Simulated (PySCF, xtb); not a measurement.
Ge(H)(F)2(OH) (F₂GeH₂O), SMILES [OH][GeH]([F])[F].

GFN2-xTB (xtb) at its own geometry gives an orbital gap of 9.47 eV and a dipole moment of 2.09 D.

Coordinates come from a B3LYP-D3(BJ)/def2-SVP optimisation. The values are those of a single conformer.

Q: What does CAM-B3LYP/def2-TZVPD run with PySCF give? (The exact figures need the calculation; the answer reports its results.)

A: gap 11.77 eV (levels -11.67 and 0.10 eV), dipole 1.31 D.
